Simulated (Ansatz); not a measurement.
Mulliken charges of `[OH][GeH2]` radical from ωB97M-V/def2-TZVPP in Ansatz (PBE0-D4/def2-TZVP geometry).

```tsv
atom	x (Å)	y (Å)	z (Å)	charge (e)
O1	0.355	-1.076	0.461	-0.401
Ge2	-0.520	0.416	0.018	0.230
H3	1.097	-0.908	1.047	0.166
H4	-1.397	-0.014	-1.180	0.013
H5	0.514	1.508	-0.386	-0.009
```

Question: By hand: the dipole of these point charges (1 e Å = 4.8032 D).

Answer: Σ q r = (-0.103, 0.363, -0.019) e Å, of length 0.378 e Å = 1.82 D.

Question: How does the dipole of the full density compare? (An estimate is asked.)

Answer: Ansatz gave: (0.102, 0.245, 0.133) e Å, 1.43 D; the point charges give 1.27 times that, at 47° from its direction.

Point charges leave out the atoms' own dipoles, such as those of lone pairs, and Mulliken's split depends on the basis, so the two needn't agree.
